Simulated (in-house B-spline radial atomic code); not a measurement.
# Cl II (Cl+): [Ne] 3s2 3p4

Computed with an all-electron radial atomic-structure program (B-spline basis): non-relativistic SCAN, spin-polarised, spherical fractional occupations, point nucleus.

Effective charges: Z_r = [3n² - l(l+1)]/(2<r>) from the radius, Z_e = n√(-2ε) from the energy, and Slater's rules. Values are occupation-weighted means over spin.

| shell | electrons | ε (eV) | <r> (bohr) | Z_r | Z_e | Slater |
| --- | --- | --- | --- | --- | --- | --- |
| 1s | 2 | -2767.9 | 0.09144 | 16.40 | 14.26 | 16.70 |
| 2s | 2 | -269 | 0.4444 | 13.50 | 8.89 | 12.85 |
| 2p | 6 | -207.5 | 0.4066 | 12.30 | 7.81 | 12.85 |
| 3s | 2 | -32.64 | 1.504 | 8.98 | 4.65 | 6.45 |
| 3p | 4 | -20.2 | 1.697 | 7.37 | 3.66 | 6.45 |

The least bound orbital is 3p down at -18.12 eV, and it is also the most diffuse (<r> = 1.729 bohr).

The density falls to 0.001 bohr⁻³ at 3.546 bohr; Σ<r²> = 20.488 bohr² gives, by the non-relativistic formula and without the paramagnetism of open shells, a Langevin diamagnetic susceptibility of -16.23×10⁻⁶ cm³/mol.
